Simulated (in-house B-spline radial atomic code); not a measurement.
A calculation on Ge II (Ge+): its settings, and results tabulated from the run. Level of theory: non-relativistic B97-1, spin-polarised, spherical fractional occupations, exact exchange averaged over the configuration, point nucleus; calculated with an all-electron radial atomic-structure program (B-spline basis).

Command:
```bash
python run_scf.py task.json out
```
Settings:
```
Z                32
configuration    [Ar] 3d10 4s2 4p1
hamiltonian      nr
method           b97_1
spin_polarised   True
exact_exchange   averaged over the configuration
```

Output (hartree, bohr):
```
 radial grid: 62 intervals, B-splines of order 8, outer radius 60 bohr

 iter        energy (Eh)    residual
    1       -2075.762977    4.12e-01
    2       -2076.046504    1.51e-01
    3       -2076.559400    2.46e-02
    4       -2076.570052    9.47e-03
    5       -2076.570031    5.02e-03
    6       -2076.570456    2.88e-03
    7       -2076.570639    3.67e-05
    8       -2076.570639    4.13e-06
    9       -2076.570639    5.66e-07
   10       -2076.570639    3.09e-08

 total energy                     -2076.57064
 kinetic                            2075.1228
 electron-nucleus                  -4959.3963
 Hartree                             886.3104
 exact exchange                      -16.1620
 exchange-correlation                -62.4455

 orbital      occ     eigenvalue          <r>       <r^2>       <1/r>       <r^4>     <1/r^2>       r_max
 1s up      1.000      -399.0467    0.0478531  0.00306761     31.5037  2.3945e-05     1995.62     0.03159
 1s down    1.000      -399.0451    0.0478529  0.00306759     31.5038 2.39447e-05     1995.62     0.03159
 2s up      1.000       -50.1144     0.213724   0.0537997     6.92485  0.00499749     195.906      0.1795
 2s down    1.000       -50.1136     0.213722   0.0537986     6.92483  0.00499718     195.904      0.1795
 2p up      3.000       -44.6107      0.18529   0.0419982      6.8895  0.00353646     64.7806      0.1427
 2p down    3.000       -44.6090     0.185293   0.0419993     6.88938   0.0035366     64.7783      0.1427
 3s up      1.000        -6.5724     0.634549    0.464199     2.23244    0.347209     30.6276      0.5516
 3s down    1.000        -6.5705     0.634559    0.464164     2.23217    0.346904     30.6172      0.5517
 3p up      3.000        -4.7380     0.651715    0.499731     2.10814    0.433864     9.69755      0.5476
 3p down    3.000        -4.7356     0.651671    0.499542     2.10794     0.43283     9.69502      0.5477
 3d up      5.000        -1.5569     0.728907    0.678243     1.79015     1.11688      4.2877      0.5029
 3d down    5.000        -1.5541     0.726414    0.672009     1.79323      1.0859     4.29828      0.5029
 4s up      1.000        -0.7652      2.06918     4.89154    0.626976     38.3212     2.77363       1.757
 4s down    1.000        -0.7262      2.08774      4.9993    0.624469      40.403      2.7731       1.744
 4p up      1.000        -0.4573      2.53549     7.43502     0.50609     93.3306    0.704894         2.1
```

Run time, properties included: 0.53 s on 1 thread of Arm Neoverse N1, on a shared host.
